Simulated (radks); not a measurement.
Results of a calculation; reference values are marked as such.
Coulomb parameter of the 4f shell of the erbium ion Er+ in the model configuration [Xe] 4f10.5 5d1.5 6s1, as a second difference U = [E(n + 0.25) + E(n - 0.25) - 2 E(n)] / (0.25)^2 with all orbitals relaxed. "Bare": the charge of the atom changes with n. "Screened": the 5d shell takes up the change at fixed total charge, which measures U(4f,4f) + U(5d,5d) - 2 U(4f,5d). Code: a radial shooting solver on a logarithmic mesh with Libxc functionals. Model: scalar-relativistic Kohn-Sham, r2SCAN, spin-unpolarised, spherical densities, finite nucleus; meta-GGA in the generalised Kohn-Sham scheme; Fermi nuclear charge, rms radius 5.2516 fm.

\begin{tabular}{lrr}
case & configuration & E - E(n) (eV) \\ \hline
start & [Xe] 4f10.5 5d1.5 6s1 & 0.000 \\
bare +0.25 & [Xe] 4f10.75 5d1.5 6s1 & -4.394 \\
bare -0.25 & [Xe] 4f10.25 5d1.5 6s1 & 5.435 \\
screened +0.25 & [Xe] 4f10.75 5d1.25 6s1 & -2.558 \\
screened -0.25 & [Xe] 4f10.25 5d1.75 6s1 & 2.915 \\
\end{tabular}

U(bare) = 16.651 eV, U(screened by 5d) = 5.720 eV, against the Slater integral F0(4f,4f) = 33.680 eV with frozen orbitals.
